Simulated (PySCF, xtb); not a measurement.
CH2NS, SMILES S=[C]N, multiplicity 2. Other conformers were not sampled.

Harmonic wavenumbers (cm⁻¹) from GFN2-xTB run with xtb at its own minimum, in rising order: 342, 464, 501, 904, 1089, 1448, 1540, 3238, 3437.

Problem. What does r2SCAN-D4/def2-TZVP run with PySCF give at its own minimum? (The exact figures need the calculation; the answer reports its results.)

Solution. 374, 458, 592, 884, 1154, 1532, 1631, 3421, 3622. Paired by order, the mean absolute difference is 84 cm⁻¹ and the zero-point energies are 18.5 and 19.5 kcal/mol.
